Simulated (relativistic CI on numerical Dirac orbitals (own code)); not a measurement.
## Sm³⁺ (4f5) in a crystal field

Calculated by Dirac-Coulomb-Breit CI, KLI orbitals optimised for each configuration, QED by a radiative potential, valence Slater integrals scaled by 0.7, one configuration in a parametric crystal field (own radial code).

Field parameters in Wybourne normalisation. The field is a parameter set, without covalency.

S is read from ⟨S²⟩ = S(S + 1).

Powder χT (cm³ K mol⁻¹) by Van Vleck's formula, with temperature-independent terms:

| Field | 2 K | 5 K | 10 K | 20 K | 50 K | 100 K | 200 K | 300 K |
| --- | --- | --- | --- | --- | --- | --- | --- | --- |
| C2v, B20 = -710, B22 = 190, B40 = -580, B42 = 510, B44 = -740, B60 = -70, B62 = 280, B64 = -210, B66 = 530 cm⁻¹ | 0.0394 | 0.0422 | 0.047 | 0.0564 | 0.0848 | 0.133 | 0.223 | 0.309 |
| D3h, B20 = -230, B40 = -10, B60 = -350, B66 = 240 cm⁻¹ | 0.0657 | 0.0701 | 0.0773 | 0.0912 | 0.124 | 0.164 | 0.235 | 0.312 |

**Question.** For D3h, B20 = -230, B40 = -10, B60 = -350, B66 = 240 cm⁻¹: what effective moment follows at 300 K?

**Answer.** μ_eff = √(8χT) = 1.58 μB. The LS value g√(J(J + 1)) of the free ion's ⁶H°5/2 level is 0.85 μB.
